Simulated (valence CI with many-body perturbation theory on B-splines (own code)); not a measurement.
Level structure of S3+

Computed by configuration interaction combined with many-body perturbation theory (CI+MBPT): three valence electrons over a frozen Dirac-Fock core [Ne], a basis of 11 s, 11 p, 9 d, 7 f, 5 g, 2 h, 1 i functions for each j, with the one-electron correlation potential Σ1, the two-electron term Σ2, the three-electron term Σ3, Breit, model QED; selected CI, second order for the rest, scaled by the run's own slope (own B-spline code, finite nucleus).

Set against measurement, 64 paired levels are off by 78 cm⁻¹ on average, the worst by 191. These come from a selection out of NIST levels in Podobedova, Kelleher and Wiese, J. Phys. Chem. Ref. Data 38, 171 (2009). Levels without a partner in it may be off by more.

Levels 46 to 69 of 69, with energies above the lowest level, 3s2.3p 2P°_1/2. "Leading %" is the weight of the configuration and term that name the level; weights of strongly mixed levels are sums over their largest components and can fall short. Lifetimes count E1, E2, E3, M1 and M2 decay at the calculated energies, and are blank where another channel may lead or the interval is too uncertain; long ones can be off by a factor of two.

```tsv
No.	Configuration	Term	J	E (cm⁻¹)	Leading %	Lifetime	Second component	g
46	3s2.5s	2S	1/2	270829	95	270 ps		2.002
47	3s.3p.4s	2P°	3/2	271404	86	143 ps		1.334
48	3s2.4f	2F°	7/2	277631	56	97.8 ps	36 % 3s.3p.3d 2F°	1.143
49	3s2.4f	2F°	5/2	277719	55	97.1 ps	37 % 3s.3p.3d 2F°	0.857
50	3s.3p.3d	2P°	3/2	278672	81	78.0 ps	7 % 3p3 2P°	1.330
51	3s.3p.3d	2P°	1/2	278709	81	77.5 ps	8 % 3p3 2P°	0.666
52	3s.3p.3d	2D°	3/2	281152	77	53.6 ps	15 % 3p3 2D°	0.804
53	3s.3p.3d	2D°	5/2	281288	78	53.7 ps	15 % 3p3 2D°	1.200
54	3s2.5p	2P°	1/2	284961	89	1.68 ns	4 % 3s.3p.4s 2P°	0.666
55	3s2.5p	2P°	3/2	285137	88	1.74 ns	5 % 3s.3p.4s 2P°	1.334
56	3s.3p.4p	2P	1/2	292501	74	521 ps	22 % 3s.3p.4p 4D	0.516
57	3s.3p.4p	2P	3/2	292826	78	510 ps	17 % 3s.3p.4p 4D	1.311
58	3s.3p.4p	4D	1/2	293243	75	675 ps	21 % 3s.3p.4p 2P	0.150
59	3s.3p.4p	4D	3/2	293395	80	692 ps	16 % 3s.3p.4p 2P	1.225
60	3s.3p.4p	4D	5/2	293670	97	763 ps		1.373
61	3s.3p.4p	4D	7/2	294216	97	761 ps		1.429
62	3s.3p.4p	4P	1/2	297299	97	933 ps		2.668
63	3s.3p.4p	4P	3/2	297496	94	930 ps		1.740
64	3s.3p.4p	4P	5/2	297913	96	930 ps		1.599
65	3s.3p.4p	4S	3/2	299323	95	913 ps		1.994
66	3s.3p.4p	2D	3/2	300993	81	786 ps	14 % 3s2.5d 2D	0.801
67	3s.3p.4p	2D	5/2	301441	72	932 ps	23 % 3s2.5d 2D	1.201
68	3s2.5d	2D	3/2	303243	79	1.04 ns	15 % 3s.3p.4p 2D	0.800
69	3s2.5d	2D	5/2	303405	70	867 ps	25 % 3s.3p.4p 2D	1.200
```

Names give the largest LS component (configuration and term), which can be under half, so a name can repeat, a term be missing and a line seem to break the LS rules; names also repeat where a configuration has a term twice.

Where two levels of one J and parity lie close, their mixing, g and order are uncertain.
